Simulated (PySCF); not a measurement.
Simulation results for CH7N2Si, C2H8BN, AlBClH3N, CH6BNSi and others

Computed with PySCF 2.14.0. Calculation on a computer-drawn molecule: the log of a Hartree-Fock and frozen-core CCSD(T) single point meant for a local Hartree-Fock minimum, with one planted fault or none, to be diagnosed. Offsets are logged minus clean, where the clean run is the same molecule without the fault. The reference is restricted for singlets and unrestricted otherwise, and also for a bond in bohr or an excited solution. Adding or removing an electron swaps singlet and doublet. The excited solution moves the top pair (singlet) or top alpha electron (doublet) to the lowest empty orbital. Highest occupied and lowest empty are orbital energies over both spins, largest force is the largest gradient component, triples share is (T) over the correlation energy, the T1 limit is 0.02 restricted and 0.045 unrestricted, electrons count all cores, a negative frequency is imaginary (commonest isotopes), and the dipole is about the centre of nuclear charge.

Common to all runs: logged SCF converged yes; possible faults no fault, one electron removed, one electron added, multiplicity raised by two, geometry at a saddle point, SCF held on an excited solution, minimal basis STO-3G, one bond length entered in bohr, all coordinates scaled.

(1) CH7N2Si

Logged structure:
```xyz
11
CH7N2Si
N     -1.7097    -0.3660    -0.5574
C     -0.3609    -0.0367    -0.9330
Si     0.4357    -1.0480    -2.2946
N     -0.3739    -2.2637    -3.0347
H     -1.8252    -1.2721    -0.1443
H     -2.3984    -0.2050    -1.2680
H     -0.2956     1.0114    -1.2447
H      0.3050    -0.1027    -0.0657
H      1.7966    -0.8395    -2.7876
H      0.0188    -2.8290    -3.7693
H     -1.3170    -2.5335    -2.8119
```

* meant charge: 1
* meant multiplicity: 1
* meant basis: cc-pV(D+d)Z
* logged electrons: 40
* logged basis functions: 31
* logged spin squared: 0
* logged highest occupied: -13.183 eV
* logged lowest empty: -0.84609 eV
* logged largest force: 0.021989 hartree/bohr
* logged T1 diagnostic: 0.021411
* logged D1 diagnostic: 0.099791
* logged triples share: 0.020456
* logged CC converged: yes
* logged dipole magnitude: 4.1417 debye
* logged SCF stable within its kind: yes
* logged energy HF: -434.38691 hartree
* logged energy CCSD(T): -434.63418 hartree
* planted fault: minimal basis STO-3G
* HF energy offset from clean run: 3243 kcal/mol
* CCSD(T) energy offset from clean run: 3483 kcal/mol

Drawn bonds:
```csv
atom,other atom,order
1,2,1
2,3,1
3,4,1
1,5,1
1,6,1
2,7,1
2,8,1
3,9,1
4,10,1
4,11,1
```

Notes: T1 above single-reference limit.

(2) C2H8BN

Logged structure:
```xyz
12
C2H8BN
C     -1.7512     0.6347    -0.1683
C     -0.6436     0.7658    -1.3777
B      0.8371    -0.0082    -1.0499
N      1.5134    -0.8963    -2.0427
H     -2.7347     1.2214    -0.4157
H     -2.0489    -0.4840     0.0199
H     -1.3291     1.0575     0.8397
H     -1.1102     0.3842    -2.3872
H     -0.4044     1.9069    -1.5469
H      1.4293     0.1729     0.0869
H      2.4556    -1.3682    -1.8572
H      1.1063    -1.1131    -3.0095
```

- meant charge: 0
- meant multiplicity: 1
- meant basis: cc-pVDZ
- logged electrons: 32
- logged basis functions: 96
- logged spin squared: 0
- logged highest occupied: -11.195 eV
- logged lowest empty: 3.9924 eV
- logged largest force: 0.052439 hartree/bohr
- logged T1 diagnostic: 0.013379
- logged D1 diagnostic: 0.056494
- logged triples share: 0.029681
- logged CC converged: yes
- logged dipole magnitude: 1.5293 debye
- logged SCF stable within its kind: yes
- logged energy HF: -159.53721 hartree
- logged energy CCSD(T): -160.17346 hartree
- planted fault: all coordinates scaled, by +7.2 %
- HF energy offset from clean run: 30.81 kcal/mol
- CCSD(T) energy offset from clean run: 20.17 kcal/mol

Drawn bonds:
```csv
atom,other atom,order
1,2,1
2,3,1
3,4,1
1,5,1
1,6,1
1,7,1
2,8,1
2,9,1
3,10,1
4,11,1
4,12,1
```

(3) AlBClH3N

Logged structure:
```xyz
7
AlBClH3N
N     -1.5868    -1.3052     0.0684
B     -0.6059    -0.3254     0.0892
Al    -0.7219     1.7880    -0.3414
Cl     1.0790    -0.8984     0.4770
H     -2.5436    -1.1140    -0.1424
H     -1.3950    -2.2683     0.2634
H     -0.7275     2.8465     0.8508
```

- meant charge: 0
- meant multiplicity: 2
- meant basis: cc-pV(D+d)Z
- logged electrons: 45
- logged basis functions: 89
- logged spin squared: 0.8648
- logged highest occupied: -5.7898 eV
- logged lowest empty: -0.8345 eV
- logged largest force: 0.02897 hartree/bohr
- logged dipole magnitude: 3.3952 debye
- logged SCF stable within its kind: no
- logged energy HF: -782.28884 hartree
- planted fault: SCF held on an excited solution
- HF energy offset from clean run: 41.3 kcal/mol

Drawn bonds:
```csv
atom,other atom,order
1,2,1
2,3,1
2,4,1
1,5,1
1,6,1
3,7,1
```

Notes: coupled-cluster numbers left out as unreliable.

(4) CH6BNSi

Logged structure:
```xyz
10
CH6BNSi
B     -0.6043    -3.4454    -0.2944
C     -0.5293    -2.4386     0.6660
N     -1.4590    -1.8568     1.5480
Si    -3.1661    -1.8432     1.3261
H     -0.5687    -4.2478    -1.1519
H      0.4729    -2.0042     0.6940
H     -1.0539    -1.4030     2.3402
H     -3.5814    -1.0373     0.1536
H     -3.7583    -1.2757     2.5573
H     -3.6731    -3.2212     1.1061
```

- meant charge: 0
- meant multiplicity: 1
- meant basis: cc-pV(D+d)Z
- logged electrons: 37
- logged basis functions: 95
- logged spin squared: 0.7738
- logged highest occupied: -15.815 eV
- logged lowest empty: -5.4987 eV
- logged largest force: 0.077119 hartree/bohr
- logged T1 diagnostic: 0.018211
- logged D1 diagnostic: 0.086398
- logged triples share: 0.030219
- logged CC converged: yes
- logged dipole magnitude: 5.0192 debye
- logged SCF stable within its kind: yes
- logged energy HF: -409.12586 hartree
- logged energy CCSD(T): -409.63974 hartree
- planted fault: one electron removed
- HF energy offset from clean run: 151 kcal/mol
- CCSD(T) energy offset from clean run: 170.9 kcal/mol

Drawn bonds:
```csv
atom,other atom,order
1,2,2
2,3,1
3,4,1
1,5,1
2,6,1
3,7,1
4,8,1
4,9,1
4,10,1
```

(5) CH5B3

Logged structure:
```xyz
9
CH5B3
B     -1.3256     0.3000     1.9558
B     -1.5994     0.1398     0.4239
C     -1.8359    -0.0928    -0.8281
B     -2.0030    -1.5118    -0.7759
H     -1.3235    -0.5836     2.6345
H     -1.1285     1.3123     2.3828
H     -1.9041     0.4668    -1.6589
H     -2.2289    -2.1290    -1.6817
H     -1.9057    -2.0434     0.2116
```

* meant charge: 0
* meant multiplicity: 1
* meant basis: cc-pVDZ
* logged electrons: 26
* logged basis functions: 81
* logged spin squared: 0
* logged highest occupied: -10.362 eV
* logged lowest empty: 0.75832 eV
* logged largest force: 0.067046 hartree/bohr
* logged T1 diagnostic: 0.013629
* logged D1 diagnostic: 0.038494
* logged triples share: 0.03278
* logged CC converged: yes
* logged dipole magnitude: 1.4162 debye
* logged SCF stable within its kind: yes
* logged energy HF: -114.71661 hartree
* logged energy CCSD(T): -115.142 hartree
* planted fault: all coordinates scaled, by -6.8 %
* HF energy offset from clean run: 26.66 kcal/mol
* CCSD(T) energy offset from clean run: 32.1 kcal/mol

Drawn bonds:
```csv
atom,other atom,order
1,2,1
2,3,2
3,4,1
1,5,1
1,6,1
3,7,1
4,8,1
4,9,1
```

(6) B2H6N2

Logged structure:
```xyz
10
B2H6N2
B     -0.9012     1.4157    -0.9201
B     -1.0542     0.6091     0.6035
N     -0.0479     0.7681     1.5898
N     -2.1851    -0.2073     0.8587
H      0.1537     1.5055    -1.4992
H     -1.8419     1.9271    -1.4765
H      0.7978     1.2668     1.4186
H     -0.0896     0.3623     2.5019
H     -2.3197    -0.7296     1.6998
H     -2.9499    -0.2788     0.2237
```

- meant charge: 0
- meant multiplicity: 1
- meant basis: cc-pVDZ
- logged electrons: 29
- logged basis functions: 86
- logged spin squared: 0.9141
- logged highest occupied: -15.891 eV
- logged lowest empty: -6.2553 eV
- logged largest force: 0.039212 hartree/bohr
- logged T1 diagnostic: 0.02489
- logged D1 diagnostic: 0.11635
- logged triples share: 0.028293
- logged CC converged: yes
- logged dipole magnitude: 4.1691 debye
- logged SCF stable within its kind: yes
- logged energy HF: -161.52411 hartree
- logged energy CCSD(T): -162.06276 hartree
- planted fault: ?

Drawn bonds:
```csv
atom,other atom,order
1,2,1
2,3,1
2,4,1
1,5,1
1,6,1
3,7,1
3,8,1
4,9,1
4,10,1
```

To be estimated
1. Give the missing planted fault for B2H6N2 (entry 6).

## Answers
1. one electron removed

Further results for B2H6N2 (entry 6):

* HF energy offset from clean run: 186 kcal/mol
* CCSD(T) energy offset from clean run: 202.9 kcal/mol
